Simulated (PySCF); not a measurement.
Record of a relaxation.

Species: C5H5BO.
SMILES with atom numbers: `[CH:1]#[C:2][C:3]#[C:4][BH:5][O:6][CH3:7]` (hydrogens: H8 on C1; H9 on B5; H10, H11, H12 on C7)

Computed by this run: PBE0-D3(BJ)/def2-SVP geometry optimisation, gas phase in PySCF 2.14.0; density fitting, grid level 1; the optimiser is geomeTRIC in internal coordinates, started from a GFN2-xTB structure with every atom displaced at random (about 0.01 Å). The frame can shift and turn from step to step; on so coarse a grid that alone can change the energy by a few meV, and forces under 0.02 eV/Å are noise.

Step 0: E = -7971.5826 eV, largest atomic force 8.105 eV/Å
```
atom  x, y, z in Å  |  force x, y, z in eV/Å
C1      4.358    0.511    1.237   -2.386  -0.305  -0.795
C2      3.204    0.331    0.855    1.233   0.146   0.412
C3      1.920    0.109    0.423    7.097   1.226   2.402
C4      0.837   -0.086    0.049   -7.561  -1.343  -2.591
B5     -0.600   -0.390   -0.457    0.876   1.283   1.005
O6     -1.560    0.500   -0.162    0.626  -0.092   0.111
C7     -2.884    0.366   -0.549   -0.648   0.105   0.495
H8      5.332    0.718    1.556    1.156   0.176   0.388
H9     -0.804   -1.366   -1.050   -0.385  -1.092  -0.737
H10    -3.074   -0.552   -1.108    0.003  -0.304  -0.244
H11    -3.530    0.363    0.355    0.157   0.030  -0.253
H12    -3.158    1.232   -1.157   -0.168   0.170  -0.193
```

Step 1: E = -7971.8613 eV, largest atomic force 1.150 eV/Å
```
atom  x, y, z in Å  |  force x, y, z in eV/Å
C1      4.313    0.698    1.262    0.677  -0.113   0.169
C2      3.240    0.295    0.863   -0.361   0.261  -0.057
C3      1.982    0.005    0.422   -1.027  -0.289  -0.430
C4      0.831   -0.200    0.021    0.937   0.215   0.393
B5     -0.596   -0.439   -0.461   -0.069  -0.256  -0.100
O6     -1.537    0.464   -0.150   -0.042   0.063   0.019
C7     -2.881    0.357   -0.542    0.027  -0.042  -0.024
H8      5.299    0.975    1.601   -0.154   0.010  -0.034
H9     -0.872   -1.439   -1.105    0.002   0.148   0.056
H10    -3.066   -0.558   -1.128    0.012   0.002  -0.013
H11    -3.520    0.344    0.353   -0.010   0.004   0.033
H12    -3.154    1.236   -1.145    0.006  -0.002  -0.011
```

Step 2: E = -7971.8812 eV, largest atomic force 0.305 eV/Å
```
atom  x, y, z in Å  |  force x, y, z in eV/Å
C1      4.354    0.666    1.244   -0.072  -0.275  -0.080
C2      3.246    0.330    0.862    0.053   0.292   0.068
C3      1.972    0.061    0.441   -0.158  -0.100  -0.108
C4      0.824   -0.145    0.059    0.125   0.085   0.179
B5     -0.606   -0.408   -0.417    0.035  -0.066  -0.191
O6     -1.570    0.477   -0.126    0.041   0.039   0.078
C7     -2.899    0.333   -0.557   -0.015  -0.022   0.000
H8      5.354    0.893    1.567   -0.010   0.052   0.012
H9     -0.858   -1.393   -1.081    0.001  -0.008   0.045
H10    -3.039   -0.587   -1.147    0.001   0.003   0.000
H11    -3.564    0.307    0.319    0.000   0.002  -0.003
H12    -3.174    1.203   -1.173   -0.002  -0.002  -0.001
```

Step 3: E = -7971.8889 eV, largest atomic force 0.613 eV/Å
```
atom  x, y, z in Å  |  force x, y, z in eV/Å
C1      4.370    0.623    1.241   -0.342  -0.183  -0.138
C2      3.235    0.385    0.863    0.156   0.126   0.080
C3      1.953    0.144    0.440    0.587   0.070   0.163
C4      0.813   -0.067    0.059   -0.448  -0.108  -0.221
B5     -0.599   -0.373   -0.444    0.068   0.053   0.251
O6     -1.574    0.500   -0.147   -0.041  -0.016  -0.064
C7     -2.904    0.310   -0.554   -0.048   0.017  -0.018
H8      5.379    0.789    1.565    0.077   0.062   0.035
H9     -0.840   -1.390   -1.054    0.009  -0.018  -0.085
H10    -3.026   -0.628   -1.121   -0.014   0.001   0.011
H11    -3.556    0.288    0.333    0.012  -0.002  -0.018
H12    -3.211    1.156   -1.188   -0.016  -0.001   0.005
```

Step 4: E = -7971.8936 eV, largest atomic force 0.317 eV/Å
```
atom  x, y, z in Å  |  force x, y, z in eV/Å
C1      4.389    0.603    1.225    0.043  -0.062  -0.001
C2      3.247    0.392    0.862   -0.072   0.032  -0.011
C3      1.960    0.164    0.453    0.292   0.016   0.070
C4      0.813   -0.043    0.085   -0.311  -0.009  -0.059
B5     -0.603   -0.351   -0.406    0.001   0.037  -0.008
O6     -1.598    0.506   -0.130    0.020  -0.010   0.003
C7     -2.918    0.298   -0.565   -0.004   0.009   0.003
H8      5.404    0.760    1.541    0.010   0.038   0.010
H9     -0.823   -1.357   -1.045    0.009  -0.049  -0.019
H10    -3.018   -0.642   -1.131    0.003  -0.002   0.005
H11    -3.587    0.268    0.308    0.004  -0.002   0.000
H12    -3.226    1.139   -1.206    0.006   0.002   0.005
```

Step 5: E = -7971.8946 eV, largest atomic force 0.055 eV/Å
```
atom  x, y, z in Å  |  force x, y, z in eV/Å
C1      4.388    0.603    1.225    0.024  -0.041  -0.003
C2      3.246    0.392    0.860   -0.026   0.031   0.001
C3      1.960    0.162    0.451    0.050  -0.023  -0.001
C4      0.810   -0.045    0.083   -0.035   0.006   0.014
B5     -0.603   -0.358   -0.409    0.001   0.038  -0.034
O6     -1.595    0.502   -0.132   -0.006  -0.022   0.002
C7     -2.918    0.300   -0.562    0.002   0.003   0.004
H8      5.401    0.770    1.543   -0.010   0.021   0.001
H9     -0.819   -1.364   -1.053   -0.001  -0.011   0.013
H10    -3.024   -0.641   -1.126    0.000  -0.001   0.000
H11    -3.583    0.274    0.314   -0.002  -0.001   0.001
H12    -3.223    1.142   -1.202    0.002   0.000   0.002
```

Step 6: E = -7971.8950 eV, largest atomic force 0.125 eV/Å
```
atom  x, y, z in Å  |  force x, y, z in eV/Å
C1      4.395    0.592    1.222   -0.013  -0.009  -0.008
C2      3.250    0.393    0.858    0.023   0.013   0.012
C3      1.964    0.169    0.448   -0.107  -0.041  -0.043
C4      0.811   -0.031    0.081    0.102   0.062   0.036
B5     -0.602   -0.342   -0.414   -0.029  -0.054   0.011
O6     -1.601    0.510   -0.138    0.021   0.008   0.000
C7     -2.924    0.294   -0.561    0.011   0.002   0.000
H8      5.406    0.764    1.543   -0.010   0.003  -0.003
H9     -0.815   -1.358   -1.044    0.005   0.018  -0.006
H10    -3.025   -0.651   -1.118    0.000   0.000  -0.002
H11    -3.585    0.269    0.319    0.000   0.000   0.002
H12    -3.237    1.130   -1.205   -0.003  -0.001  -0.001
```

Step 7: E = -7971.8952 eV, largest atomic force 0.043 eV/Å
```
atom  x, y, z in Å  |  force x, y, z in eV/Å
C1      4.394    0.593    1.220    0.005   0.000   0.000
C2      3.249    0.395    0.857    0.001   0.004   0.003
C3      1.963    0.169    0.448   -0.033  -0.022  -0.017
C4      0.810   -0.032    0.083    0.031   0.020   0.012
B5     -0.602   -0.348   -0.411   -0.002  -0.007   0.000
O6     -1.599    0.506   -0.134   -0.002  -0.001  -0.001
C7     -2.922    0.295   -0.560    0.003   0.000   0.002
H8      5.405    0.767    1.540   -0.001   0.002   0.000
H9     -0.814   -1.360   -1.047    0.000   0.006   0.001
H10    -3.024   -0.649   -1.119   -0.001   0.000  -0.001
H11    -3.584    0.270    0.319   -0.001  -0.001   0.000
H12    -3.233    1.133   -1.203   -0.001   0.000   0.000
```

Step 8: E = -7971.8952 eV, largest atomic force under 0.02 eV/Å
```
atom  x, y, z in Å  |  force x, y, z in eV/Å
C1      4.394    0.594    1.218    0.002   0.001  -0.001
C2      3.249    0.394    0.855    0.000   0.003   0.002
C3      1.963    0.167    0.446   -0.004  -0.012  -0.006
C4      0.810   -0.033    0.082    0.005   0.009   0.003
B5     -0.603   -0.349   -0.411    0.004  -0.001  -0.002
O6     -1.599    0.505   -0.133   -0.003   0.000   0.001
C7     -2.922    0.295   -0.558    0.000  -0.001   0.001
H8      5.404    0.771    1.538    0.000   0.000   0.000
H9     -0.815   -1.360   -1.047   -0.001   0.001   0.001
H10    -3.025   -0.649   -1.118    0.000   0.000   0.000
H11    -3.584    0.270    0.320    0.000  -0.001   0.001
H12    -3.233    1.133   -1.201   -0.001   0.000   0.001
```

Q: Summarise the path.

A: The energy falls by 0.3126 eV from step 0 to step 8; nine tenths of that is first reached at step 2. It falls at every step. The largest force goes from 8.105 to under 0.02 eV/Å. Among the bonds C3≡C4 changes most, from 1.162 to 1.226 Å; the atoms move by 0.062 Å rms after alignment.

Q: Follow the three bonds and two angles with the largest change from start to end.

A: 
| step | E above end (eV) | largest force (eV/Å) | C3≡C4 (Å) | B5–H9 (Å) | C1–H8 (Å) | C2–C1–H8 (°) | O6–B5–H9 (°) |
| --- | --- | --- | --- | --- | --- | --- | --- |
| 0 | 0.3126 | 8.105 | 1.162 | 1.160 | 1.047 | 177.0 | 123.0 |
| 1 | 0.0339 | 1.150 | 1.235 | 1.220 | 1.078 | 175.3 | 121.1 |
| 2 | 0.0140 | 0.305 | 1.228 | 1.215 | 1.075 | 176.0 | 120.3 |
| 3 | 0.0063 | 0.613 | 1.221 | 1.210 | 1.072 | 177.5 | 120.9 |
| 4 | 0.0016 | 0.317 | 1.223 | 1.212 | 1.074 | 178.4 | 120.3 |
| 5 | 0.0006 | 0.055 | 1.225 | 1.213 | 1.075 | 179.0 | 120.6 |
| 6 | 0.0002 | 0.125 | 1.227 | 1.214 | 1.075 | 179.8 | 120.5 |
| 7 | 0.0000 | 0.043 | 1.226 | 1.214 | 1.075 | 179.9 | 120.6 |
| 8 | 0.0000 | under 0.02 | 1.226 | 1.214 | 1.075 | 180.0 | 120.6 |

The cost below is that of the whole optimisation. On an Arm Neoverse V2 with one thread, no GPU, on a shared host, this took 41 s wall and 0.49 GiB of memory at its peak.
